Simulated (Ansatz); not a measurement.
H2Te (SMILES [TeH2]), charge 0, multiplicity 1, relaxed at each level with Ansatz (a program for electronic structure); harmonic frequencies from differences of analytic forces, average atomic masses, frozen cores. Elements past Kr take the def2 small-core potentials, without spin–orbit coupling.

**Question.** Give the equilibrium geometry, the harmonic frequencies and the zero-point energy at B3LYP/def2-TZVPP.

**Answer.** 
(charge 0, multiplicity 1):
```json
[
 {"atom": "Te", "x (Å)": "-0.0001", "y (Å)": "0.0431", "z (Å)": "0.0000"},
 {"atom": "H", "x (Å)": "-1.1760", "y (Å)": "-1.1301", "z (Å)": "0.0000"},
 {"atom": "H", "x (Å)": "1.1825", "y (Å)": "-1.1233", "z (Å)": "0.0000"}
]
```
Frequencies (cm⁻¹): 888, 2124, 2131. Zero-point energy 7.35 kcal/mol.

**Question.** Give the equilibrium geometry, the harmonic frequencies and the zero-point energy at CCSD(T)/def2-QZVPP.

**Answer.** 
(charge 0, multiplicity 1):
```
atom    x (Å)    y (Å)   z (Å)
----  -------  -------  ------
Te    -0.0001   0.0417  0.0000
H     -1.1758  -1.1294  0.0000
H      1.1822  -1.1227  0.0000
```
Frequencies (cm⁻¹): 883, 2151, 2157. Zero-point energy 7.42 kcal/mol.
